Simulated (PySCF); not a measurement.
B(OMe)(SiH3)2, SMILES [SiH3]B(OC)[SiH3] (CH9BOSi2), CAM-B3LYP/def2-SVP optimised geometry.

```
14

B      0.03    -0.09     0.00
O      0.62    -0.72     1.02
C      2.01    -0.86     1.24
H      2.60    -0.37     0.45
H      2.27    -0.40     2.21
H      2.27    -1.92     1.28
Si    -2.01    -0.09     0.00
H     -2.60    -0.81     1.17
H     -2.52    -0.74    -1.25
H     -2.52     1.31     0.00
Si     1.06     0.83    -1.51
H      1.93    -0.12    -2.26
H      1.94     1.92    -1.00
H      0.12     1.44    -2.49
```

Density from CAM-B3LYP/def2-TZVP in PySCF at that geometry.

Minimum of the electron density along straight lines between bonded atoms, close to the bond critical point (lines longer than 1.1 times the sum of covalent radii, or with two minima, are not listed):

| bond | length / Å | ρ at the minimum / e bohr⁻³ | ∇²ρ there / e bohr⁻⁵ | position (fraction from the first atom) |
|---|---|---|---|---|
| B1–O2 | 1.342 | 0.213 | 1.10 | 0.33 |
| O2–C3 | 1.411 | 0.257 | -0.53 | 0.65 |
| C3–H4 | 1.102 | 0.280 | -0.98 | 0.65 |
| C3–H5 | 1.099 | 0.282 | -1.00 | 0.65 |
| C3–H6 | 1.099 | 0.282 | -1.00 | 0.65 |
| B1–Si7 | 2.036 | 0.113 | -0.08 | 0.62 |
| Si7–H8 | 1.492 | 0.119 | 0.14 | 0.49 |
| Si7–H9 | 1.495 | 0.118 | 0.15 | 0.49 |
| Si7–H10 | 1.495 | 0.118 | 0.15 | 0.49 |
| B1–Si11 | 2.052 | 0.110 | -0.10 | 0.61 |
| Si11–H12 | 1.496 | 0.117 | 0.15 | 0.49 |
| Si11–H13 | 1.496 | 0.117 | 0.15 | 0.49 |
| Si11–H14 | 1.491 | 0.119 | 0.14 | 0.49 |
